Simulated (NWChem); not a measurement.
All runs are NWChem calculations. System: imidazole (C3H4N2), charge 0, spin multiplicity 1, at a geometry optimised with B3LYP/def2-SVP. Level: G0W0@PBE0/def2-SVPD, RI basis def2-svpd-rifit.

Output (cleaned and shortened):

```
             Northwest Computational Chemistry Package (NWChem) 7.3.0
             --------------------------------------------------------

                                NWChem Input Module
                                -------------------

 Scaling coordinates for geometry "geometry" by  1.889725989
 (inverse scale =  0.529177249)

 Turning off AUTOSYM since
 SYMMETRY directive was detected!

                             Geometry "geometry" -> ""
                             -------------------------

 Output coordinates in angstroms (scale by  1.889725989 to convert to a.u.)

  No.       Tag          Charge          X              Y              Z
 ---- ---------------- ---------- -------------- -------------- --------------
    1 C                    6.0000     0.89142600     0.76174300     0.00000000
    2 C                    6.0000     0.98390800    -0.61285300     0.00000000
    3 N                    7.0000    -0.32002200    -1.05835900     0.00000000
    4 C                    6.0000    -1.12493200     0.04659700     0.00000000
    5 N                    7.0000    -0.42366500     1.15652200     0.00000000
    6 H                    1.0000     1.70704000     1.48417900     0.00000000
    7 H                    1.0000     1.83215100    -1.29274900     0.00000000
    8 H                    1.0000    -0.62274200    -2.02498400     0.00000000
    9 H                    1.0000    -2.21305000    -0.02651100     0.00000000

 Effective nuclear repulsion energy (a.u.)     162.9753922999

            Nuclear Dipole moment (a.u.)
            ----------------------------
        X                 Y               Z
 ---------------- ---------------- ----------------
     0.0000037795    -0.0000037795     0.0000000000

      Symmetry information
      --------------------

 Group name             Cs
 Group number              2
 Group order               2
 No. of unique centers     9

      Symmetry unique atoms

     1    2    3    4    5    6    7    8    9


 Summary of "ao basis" -> "" (spherical)
 ------------------------------------------------------------------------------
       Tag                 Description            Shells   Functions and Types
 ---------------- ------------------------------  ------  ---------------------
 *                         def2-svpd                  on all atoms

 new library libraries.bse/

 Summary of "ri basis" -> "" (spherical)
 ------------------------------------------------------------------------------
[...]
     7      0.400563  1 C  pz                87      0.382545  5 N  pz
    10      0.362703  1 C  pz                90     -0.353286  5 N  pz
    30     -0.259770  2 C  pz                27     -0.255384  2 C  pz
   108      0.217281  6 H  pz                67      0.209744  4 C  pz
   116     -0.170474  7 H  pz                70      0.152889  4 C  pz

 center of mass
 --------------
 x =  -0.01944719 y =   0.05126692 z =   0.00000000

 moments of inertia (a.u.)
 ------------------
         192.475412320870           1.140868755065           0.000000000000
           1.140868755065         185.428158921317           0.000000000000
           0.000000000000           0.000000000000         377.903571242187

     Multipole analysis of the density
     ---------------------------------

     L   x y z        total         alpha         beta         nuclear
     -   - - -        -----         -----         ----         -------
     0   0 0 0     -0.000000    -18.000000    -18.000000     36.000000

     1   1 0 0      0.018655      0.009326      0.009326      0.000004
     1   0 1 0     -1.478530     -0.739263     -0.739263     -0.000004
     1   0 0 1     -0.000000     -0.000000     -0.000000      0.000000

     2   2 0 0    -18.545930    -65.871883    -65.871883    113.197836
     2   1 1 0      2.247332      0.110261      0.110261      2.026810
     2   1 0 1      0.000000      0.000000      0.000000      0.000000
     2   0 2 0    -20.576193    -65.509238    -65.509238    110.442283
     2   0 1 1      0.000000      0.000000      0.000000      0.000000
     2   0 0 2    -23.728741    -11.864371    -11.864371      0.000000

 Task  times  cpu:       25.0s     wall:       25.0s

                                NWChem Input Module
                                -------------------

                                 NWChem GW Module
                                 ----------------

                             ***********************
                             ***        GW       ***
                             ***********************

 Summary of "ri basis" -> "ri basis" (spherical)
 ------------------------------------------------------------------------------
       Tag                 Description            Shells   Functions and Types
 ---------------- ------------------------------  ------  ---------------------
 C                      def2-svpd-rifit             20       64   7s6p5d2f
 N                      def2-svpd-rifit             20       64   7s6p5d2f
 H                      def2-svpd-rifit              9       23   4s3p2d

                 Memory Information
                 ------------------
          Available GA per process is          1699.9 MBs
          Available stack per process is        700.0 MBs
          Available heap per process is           0.3 MBs

          Peak memory in Initialization
              Peak GA per process is                  9.7 MBs
              Peak stack per process is               0.2 MBs
              Peak heap per process is               10.0 MBs
              Memory not in MA per process            0.0 MBs

          Peak memory in AFF Calculation
              Peak GA per process is                 46.8 MBs
              Peak stack per process is              32.1 MBs
              Peak heap per process is                0.0 MBs
              Memory not in MA per process           32.1 MBs

          Computing 2-center integrals
          Computing Inverse Cholesky factor
          Computing 3-center integrals
          Computing V_xc ...

          Computing Sigma_x
          Computing RPA polarizability
          Solving quasiparticle equations

                  Alpha Orbitals
          State     Energy (eV)     Error (eV)
          -----------------------------------
@GW        15        -13.701           0.005
@GW        16         -9.854           0.004
@GW        17         -9.491           0.004
@GW        18         -8.466           0.004
@GW        19          2.927           0.002
@GW        20          2.081           0.003

   Applying  -1.7319 eV scissor-shift to rest of particle states

   Applying   2.3937 eV scissor-shift to rest of hole states

     GW Timing Statistics
   ------------------------
   Init.   :          0.1s
     ERIs  :          2.0s
     Distr.:          0.0s
     Vxc   :          3.1s
   Sigma_x :          0.0s
   RPA     :          2.3s
   Wmn     :          0.1s
   Sigma_c :          0.0s
   GW total:          7.5s

 Task  times  cpu:        7.5s     wall:        7.5s

 Total times  cpu:       32.5s     wall:       32.5s
```

Question: Write an NWChem input that would produce this output.

Answer: This is not unique; one that fits is 
```
start mol
memory heap 200 mb stack 700 mb global 1700 mb
geometry units angstroms nocenter noautoz
  C      0.891426     0.761743     0.000000
  C      0.983908    -0.612853     0.000000
  N     -0.320022    -1.058359     0.000000
  C     -1.124932     0.046597     0.000000
  N     -0.423665     1.156522     0.000000
  H      1.707040     1.484179     0.000000
  H      1.832151    -1.292749     0.000000
  H     -0.622742    -2.024984     0.000000
  H     -2.213050    -0.026511     0.000000
  symmetry group Cs
end
basis spherical
  * library def2-svpd
end
basis "ri basis" bse spherical
  * library def2-svpd-rifit
end
dft
  xc pbe0
  iterations 100
  direct
  tolerances tight
end
task dft energy
gw
  states alpha occ 4 vir 2
end
task dft gw
```
